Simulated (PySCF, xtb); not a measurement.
Bi(F)(Me)2 (C2H6BiF), SMILES [CH3][Bi]([CH3])[F].

Harmonic wavenumbers (cm⁻¹) from xtb 6.7.1 with GFN2-xTB at its own minimum, in rising order: 34, 62, 144, 150, 159, 387, 523, 531, 732, 760, 762, 824, 1271, 1279, 1479, 1484, 1486, 1491, 3082, 3087, 3095, 3098, 3118, 3121.

### Question
What does B3LYP-D3(BJ)/def2-SVP (PySCF) give at its own minimum? (An estimate is asked for; the answer gives what the named calculation found.)

### Answer
49, 79, 147, 153, 161, 461, 463, 550, 688, 709, 710, 792, 1167, 1180, 1418, 1428, 1430, 1442, 3041, 3042, 3157, 3159, 3166, 3166. Paired by order, the mean absolute difference is 46 cm⁻¹ and the zero-point energies are 46.0 and 45.4 kcal/mol.
